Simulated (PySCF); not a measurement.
## Working out the ionisation energy of O²⁺

O²⁺ [He] 2s2 2p2 (3P) → O³⁺ [He] 2s2 2p1 (2P). All numbers are calculated (PySCF 2.14, no relativity, point nucleus, in aug-cc-pVTZ with one added diffuse shell each of s, p, d, f type (6s5p4d3f, 62 functions)). Frozen: 1s2. Energies in hartree (1 hartree = 27.21139 eV):

| part | O²⁺ (lower) | O³⁺ (upper) |
| --- | --- | --- |
| UHF | -73.100536 | -71.094563 |
| MP2 opposite-spin | -0.062274 | -0.057593 |
| MP2 same-spin | -0.013097 | -0.003756 |

Question: What does Hartree-Fock give?

Answer: (-71.094563) − (-73.100536) = 2.005973 hartree = 54.585 eV.

Question: What do MP2 and SCS-MP2 (6/5 opposite-spin, 1/3 same-spin) give?

Answer: The opposite-spin parts differ by 0.127 eV and the same-spin parts by 0.254 eV. MP2: 54.585 + (0.127) + (0.254) = 54.966 eV. SCS-MP2: 54.585 + 1.2 × (0.127) + (0.254)/3 = 54.822 eV.

A first-order spin-orbit estimate adds -0.005 eV to MP2 (valence), giving 54.961 eV against 54.936 eV (semi-empirical (NIST evaluation); NIST Atomic Spectra Database, ionization energies).

What remains against the reference includes basis incompleteness, the frozen core and correlation beyond second order.
